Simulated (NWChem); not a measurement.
## Atomisation of HSb

SMILES: [SbH]
```xyz
2

Sb     0.0000     0.0000     0.0333
H      0.0000     0.0000    -1.6996
```
Charge 0, spin multiplicity 3.

Program: NWChem. All single points use one geometry, from UB3LYP/def2-SVP with def2 effective core potentials on Sb, a minimum by its harmonic frequencies.

Basis set: def2-QZVP. The atomisation energy is electronic alone: no zero-point, thermal, spin-orbit or counterpoise terms. No value is extrapolated to the basis-set limit. Free atoms are single determinants with multiplicities Sb 4, H 2. Correlated methods freeze the same cores in atoms and molecule, 4 orbitals in all.

Effective core potentials replace the inner electrons of Sb; spin-orbit coupling is left out. The correlated methods keep 4 core orbitals frozen. B3LYP has NWChem's definition, with VWN1-RPA local correlation. This spin state was chosen for the runs; another may lie lower. The structure started from a generated list of species. The unpaired electrons of the parent sit in orbitals of symmetry b1 and b2 (C2v labels of the run); other states weren't searched. The stability of the SCF solutions was not checked. Open-shell Hartree-Fock references start from PBE0 orbitals.

Q: Order these methods by the atomisation energy they give, lowest first: HF, B3LYP, PBE0, MP2, BP86.

A: HF (37.7 kcal/mol), MP2 (53.3 kcal/mol), PBE0 (59.7 kcal/mol), B3LYP (63.5 kcal/mol), BP86 (65.1 kcal/mol)
